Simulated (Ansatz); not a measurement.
Input file for Ansatz (a quantum-chemistry and plane-wave program): R-CCSD(T)/def2-TZVPP on HCl (SMILES Cl).

Ansatz 0.2 input:
```yaml
crystal:
  periodic: [false, false, false]
  atoms:
    - {symbol: Cl, position_ang: [-0.00000000, -0.00000000, 0.64100645]}
    - {symbol: H, position_ang: [0.00000000, 0.00000000, -0.64100645]}
basis:
  gaussian:
    orbitals: def2-TZVPP
magnetization: {spin_polarized: false}
correlation: {method: ccsd_t, electrons: outside_noble_gas}
scf: {lower_state_search: off}
```

It printed:

```
WARN ansatz: RAYON_NUM_THREADS=4 ignored (pool sized by the plan → 4); use --threads N
Functional definition: HF
these checks for a lower state are left out or cut short: stability, starts, cluster_reference, orbital_swaps, neighbouring_geometries, increment
integrals: 0.02 GiB planned
322 factors; integrals over basis functions are off by at most 1.4e-3 eV
mean field: 0.07 GiB planned
mean field evaluation 1: about -12519.5238 eV, gradient 1.1e1 eV
mean field evaluation 2: about -12519.5239 eV, gradient 1.1e1 eV
mean field evaluation 4: about -12519.9239 eV, gradient 1.2e0 eV
mean field evaluation 8: about -12519.9321 eV, gradient 1.5e-5 eV
mean field -12519.93208220 eV, -460.0990177062 hartree, gradient 2.9e-6 eV, S^2 0.000000; 0 other end points of the search recorded, 0 dependent functions left out
5 core orbitals not correlated
reference -12519.93208220 eV, -460.0990177062 hartree; 4, 4 occupied and 47, 47 virtual orbitals, 322 factors
second order -5.53985823 eV of doubles, -0.00000000 eV of singles
coupled cluster: 0.09 GiB planned
cycle   1  -5.96084601 eV  change   -4.2e-1 eV  update   3.9e-2
cycle   2  -6.09792827 eV  change   -1.4e-1 eV  update   1.2e-2
cycle   3  -6.10313286 eV  change   -5.2e-3 eV  update   2.5e-3
cycle   4  -6.10281445 eV  change    3.2e-4 eV  update   6.6e-4
cycle   5  -6.10265831 eV  change    1.6e-4 eV  update   1.1e-4
cycle   6  -6.10265938 eV  change   -1.1e-6 eV  update   3.2e-5
cycle   7  -6.10266475 eV  change   -5.4e-6 eV  update   7.8e-6
perturbative correction -0.21590182 eV, -0.0079342454 hartree
Total energy: -12526.25064877 eV, -460.3312207446 hartree
Checks for a lower state left out: stability, starts, cluster_reference, orbital_swaps, neighbouring_geometries, increment
```

Self-consistency was reached.

Cost: roughly 0.6 core-seconds.
